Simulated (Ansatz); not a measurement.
The cluster Si₂O₂, relaxed as a quintet with UKS PBE0-D4/def2-TZVP in Ansatz, starting from the PBE0-D4/def2-TZVP geometry of the neutral singlet. Force threshold 0.02 eV/Å.

The relaxation made no stability test and no search for a lower SCF solution. At PBE0-D4/def2-TZVP a singlet of charge 0 lies 6.09 eV below the quintet, each at its own geometry. The structure comes from a short search, and lower isomers may exist.

Start:

```
atom   x (Å)   y (Å)   z (Å)
 Si1   0.395   0.516  -1.033
 Si2  -0.395  -0.516   1.033
  O3  -0.400   1.039   0.366
  O4   0.400  -1.039  -0.366
```

Question: Estimate the energy that the relaxation releases and the steps that it takes.

Answer: 13.4 kJ/mol, in 4 steps; 5.5 s on 4 threads of Arm Neoverse V1 on a shared host. No frequencies were taken in this run, so the end may be a saddle point.

Question: Does the start keep its bonding and symmetry?

Answer: By distances, no bond broke or formed. The bond that changes most is Si1–Si2, from 2.44 to 2.34 Å (atoms count from 1). Point group D2h at the start, D2h at the end, both within 0.05 Å.

Question: Predict the relaxed structure.

Answer: 
```xyz
4

Si    0.3793    0.4958   -0.9921
Si   -0.3793   -0.4958    0.9921
O    -0.4203    1.0918    0.3849
O     0.4203   -1.0918   -0.3849
```
Bond lengths: 4 × O–Si 1.70 Å; 1 × Si–Si 2.34 Å.
